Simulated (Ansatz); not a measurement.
Steps of a relaxation of `BC1=CB1` with RKS PBE0-D4/def2-TZVP.

```sh
$ ansatz run in.yaml --threads 2 --pin off --events-out ev --progress --plain --max-ram 4352MiB
```

```yaml
crystal:
  periodic: [false, false, false]
  atoms:
    - {symbol: B, position_ang: [-0.478858, 1.177430, -0.214416]}
    - {symbol: C, position_ang: [0.391954, 0.291400, 0.572183]}
    - {symbol: C, position_ang: [0.893531, -0.949710, 0.774439]}
    - {symbol: B, position_ang: [-0.026599, -0.900517, -0.363558]}
    - {symbol: H, position_ang: [-0.013955, 1.787367, -1.159083]}
    - {symbol: H, position_ang: [-1.631909, 1.345878, 0.136028]}
    - {symbol: H, position_ang: [1.584572, -1.424450, 1.479948]}
    - {symbol: H, position_ang: [-0.626537, -1.384498, -1.281341]}
basis:
  gaussian: {orbitals: def2-TZVP}
hamiltonian: {xc: pbe0, dispersion: d4}
relax: {f_tol: 0.005, max_steps: 150}
```

Positions (Å) and forces (eV/Å) along the path, 8 of 8 steps:

```xyz
8
step=1 energy=-3486.1941 eV
B    -0.479    1.177   -0.214   -0.044    0.098   -0.024
C     0.392    0.291    0.572    0.080   -0.763   -0.168
C     0.894   -0.950    0.774   -0.396    0.603   -0.282
B    -0.027   -0.901   -0.364    0.199   -0.102    0.228
H    -0.014    1.787   -1.159   -0.161   -0.264    0.382
H    -1.632    1.346    0.136    0.466   -0.098   -0.126
H     1.585   -1.424    1.480   -0.398    0.312   -0.400
H    -0.627   -1.384   -1.281    0.256    0.213    0.391
8
step=2 energy=-3486.2322 eV
B    -0.475    1.175   -0.211   -0.010   -0.003   -0.007
C     0.390    0.289    0.569   -0.028   -0.288   -0.134
C     0.884   -0.941    0.766   -0.143    0.207   -0.113
B    -0.029   -0.899   -0.363    0.129    0.025    0.164
H    -0.012    1.772   -1.145   -0.045   -0.065    0.116
H    -1.615    1.331    0.133    0.138   -0.011   -0.028
H     1.569   -1.407    1.463   -0.103    0.071   -0.100
H    -0.620   -1.377   -1.268    0.063    0.064    0.102
8
step=3 energy=-3486.2361 eV
B    -0.477    1.168   -0.215    0.034    0.052    0.057
C     0.386    0.285    0.562   -0.040   -0.016   -0.057
C     0.881   -0.938    0.762    0.011   -0.002    0.017
B    -0.026   -0.901   -0.363    0.009    0.007    0.023
H    -0.012    1.770   -1.136   -0.002   -0.010   -0.021
H    -1.606    1.335    0.138   -0.015   -0.019   -0.013
H     1.561   -1.398    1.459    0.011   -0.011    0.005
H    -0.614   -1.378   -1.264   -0.008    0.000   -0.011
8
step=4 energy=-3486.2363 eV
B    -0.476    1.171   -0.214    0.021    0.056    0.043
C     0.384    0.284    0.560   -0.032   -0.005   -0.044
C     0.881   -0.938    0.762    0.010   -0.025    0.009
B    -0.025   -0.904   -0.363    0.008    0.014    0.023
H    -0.012    1.773   -1.135   -0.002   -0.012   -0.017
H    -1.606    1.338    0.139   -0.012   -0.019   -0.013
H     1.561   -1.397    1.459    0.016   -0.007    0.013
H    -0.614   -1.382   -1.264   -0.010   -0.002   -0.015
8
step=5 energy=-3486.2368 eV
B    -0.474    1.181   -0.207   -0.005   -0.030   -0.013
C     0.381    0.281    0.555   -0.012    0.026   -0.006
C     0.881   -0.939    0.762    0.019   -0.033    0.010
B    -0.025   -0.910   -0.362   -0.003   -0.003   -0.009
H    -0.012    1.775   -1.136    0.009    0.016   -0.001
H    -1.607    1.337    0.136   -0.007    0.014    0.013
H     1.563   -1.397    1.460    0.005    0.008    0.011
H    -0.614   -1.385   -1.264   -0.005    0.001   -0.005
8
step=6 energy=-3486.2369 eV
B    -0.475    1.182   -0.208   -0.004    0.006   -0.002
C     0.379    0.279    0.551    0.003    0.007    0.007
C     0.881   -0.940    0.762   -0.008   -0.019   -0.017
B    -0.024   -0.915   -0.363    0.005   -0.001    0.004
H    -0.012    1.780   -1.134   -0.001   -0.002    0.003
H    -1.607    1.342    0.139    0.004    0.000    0.000
H     1.564   -1.394    1.462    0.001    0.011    0.006
H    -0.614   -1.390   -1.265    0.000    0.000    0.000
8
step=7 energy=-3486.2370 eV
B    -0.475    1.183   -0.208    0.001   -0.001    0.000
C     0.378    0.277    0.550   -0.003    0.001   -0.003
C     0.881   -0.942    0.761    0.006   -0.006    0.007
B    -0.024   -0.917   -0.364   -0.004    0.004   -0.001
H    -0.012    1.781   -1.133    0.000    0.001    0.001
H    -1.607    1.344    0.140    0.000    0.000    0.000
H     1.564   -1.391    1.464   -0.002    0.003   -0.004
H    -0.614   -1.392   -1.266    0.001   -0.001    0.001
8
step=8 energy=-3486.2370 eV
B    -0.475    1.183   -0.208    0.000    0.000    0.001
C     0.378    0.277    0.550    0.000   -0.001    0.000
C     0.881   -0.942    0.761    0.000    0.000   -0.001
B    -0.024   -0.918   -0.364    0.000    0.001    0.000
H    -0.011    1.781   -1.133    0.000    0.000    0.000
H    -1.607    1.344    0.140    0.000    0.000    0.000
H     1.564   -1.391    1.463    0.000    0.000    0.000
H    -0.614   -1.392   -1.266    0.000   -0.001    0.000
```

Hardware: 2 threads of an AMD EPYC 7B13 on a shared host. Wall time 17 s, peak host memory 0.27 GiB.
